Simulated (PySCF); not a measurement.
B(CCH)(F)(Me) (C₃H₄BF), SMILES C#CB(C)F. Atoms are numbered in the order given.

```xyz
9

B      0.3593     0.2438     0.1101
C     -0.9740    -0.3793    -0.3369
C     -2.0254    -0.9196    -0.6741
H     -2.9550    -1.3847    -0.9761
F      0.5563     1.5441    -0.1660
C      1.4783    -0.5811     0.8344
H      2.2814     0.0544     1.2551
H      1.9384    -1.2746     0.0949
H      1.0585    -1.2314     1.6290
```

The structure is a stationary point at PBE-D3(BJ)/def2-SVP.

The numbers are results of PBE-D3(BJ)/def2-SVP (PySCF), not measurements.

Harmonic, unscaled wavenumbers; measured fundamentals usually lie a few per cent lower.

```json
[
 {"mode": "1", "ν (cm⁻¹)": "29", "IR (km/mol)": "0.6", "moving atoms (share of kinetic energy)": "H 95 %"},
 {"mode": "2", "ν (cm⁻¹)": "154", "IR (km/mol)": "1.7", "moving atoms (share of kinetic energy)": "C 55 %, H 22 %, F 17 %"},
 {"mode": "3", "ν (cm⁻¹)": "210", "IR (km/mol)": "2.8", "moving atoms (share of kinetic energy)": "C 64 %, H 20 %, B 11 %"},
 {"mode": "4", "ν (cm⁻¹)": "341", "IR (km/mol)": "1.4", "moving atoms (share of kinetic energy)": "C 39 %, F 31 %, H 25 %"},
 {"mode": "5", "ν (cm⁻¹)": "471", "IR (km/mol)": "4.6", "moving atoms (share of kinetic energy)": "H 42 %, B 29 %, C 25 %"},
 {"mode": "6", "ν (cm⁻¹)": "499", "IR (km/mol)": "11.4", "moving atoms (share of kinetic energy)": "C 63 %, F 18 %, H 12 %"},
 {"mode": "7", "ν (cm⁻¹)": "661", "IR (km/mol)": "22.8", "moving atoms (share of kinetic energy)": "C 44 %, H 43 %, F 11 %"},
 {"mode": "8", "ν (cm⁻¹)": "666", "IR (km/mol)": "17.0", "moving atoms (share of kinetic energy)": "H 49 %, C 41 %, F 8 %"},
 {"mode": "9", "ν (cm⁻¹)": "736", "IR (km/mol)": "23.9", "moving atoms (share of kinetic energy)": "H 74 %, C 26 %"},
 {"mode": "10", "ν (cm⁻¹)": "813", "IR (km/mol)": "3.4", "moving atoms (share of kinetic energy)": "H 59 %, C 26 %, F 11 %"},
 {"mode": "11", "ν (cm⁻¹)": "841", "IR (km/mol)": "39.2", "moving atoms (share of kinetic energy)": "H 41 %, B 36 %, C 20 %"},
 {"mode": "12", "ν (cm⁻¹)": "1134", "IR (km/mol)": "150.7", "moving atoms (share of kinetic energy)": "B 57 %, H 34 %"},
 {"mode": "13", "ν (cm⁻¹)": "1259", "IR (km/mol)": "169.7", "moving atoms (share of kinetic energy)": "H 39 %, B 35 %, C 18 %, F 9 %"},
 {"mode": "14", "ν (cm⁻¹)": "1306", "IR (km/mol)": "236.8", "moving atoms (share of kinetic energy)": "B 41 %, H 33 %, C 15 %, F 11 %"},
 {"mode": "15", "ν (cm⁻¹)": "1374", "IR (km/mol)": "8.2", "moving atoms (share of kinetic energy)": "H 93 %"},
 {"mode": "16", "ν (cm⁻¹)": "1388", "IR (km/mol)": "26.2", "moving atoms (share of kinetic energy)": "H 81 %, B 11 %"},
 {"mode": "17", "ν (cm⁻¹)": "2112", "IR (km/mol)": "90.6", "moving atoms (share of kinetic energy)": "C 89 %, H 9 %"},
 {"mode": "18", "ν (cm⁻¹)": "2968", "IR (km/mol)": "0.9", "moving atoms (share of kinetic energy)": "H 96 %"},
 {"mode": "19", "ν (cm⁻¹)": "3047", "IR (km/mol)": "2.0", "moving atoms (share of kinetic energy)": "H 92 %, C 8 %"},
 {"mode": "20", "ν (cm⁻¹)": "3091", "IR (km/mol)": "7.4", "moving atoms (share of kinetic energy)": "H 91 %, C 9 %"},
 {"mode": "21", "ν (cm⁻¹)": "3392", "IR (km/mol)": "40.3", "moving atoms (share of kinetic energy)": "H 86 %, C 14 %"}
]
```
